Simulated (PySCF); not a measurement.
Sn(SH)2 (H2S2Sn), SMILES [Sn]([SH])[SH] (connectivity only; charge and spin as stated), neutral, multiplicity 1. The structure is a stationary point at B3LYP-D3(BJ)/def2-SVP. The def2 effective core potentials stand for the cores of Sn; spin–orbit coupling is left out. Other conformers were not sampled.

The numbers are results of B3LYP-D3(BJ)/def2-SVP (PySCF 2.14.0), not measurements.

Harmonic wavenumbers (cm⁻¹): 110, 246, 326, 333, 334, 619, 707, 2661, 2662. Rotational constants (GHz): 4.098, 2.318, 1.480; symmetry number 2.

Q: Work out the zero-point energy and the ideal-gas rigid-rotor harmonic-oscillator thermochemistry at 298.15 K and 1 atm.

A: ZPE = ½ Σ hcν = ½ × 7997 cm⁻¹ = 11.43 kcal/mol. H − E(el) = 15.45 kcal/mol. Entropy in cal/(mol K): translation 41.55, rotation 26.15, vibration 9.52, total 77.21. G − E(el) = -7.58 kcal/mol. Cp = 18.31 cal/(mol K). Modes under 150 cm⁻¹ make the vibrational entropy uncertain.
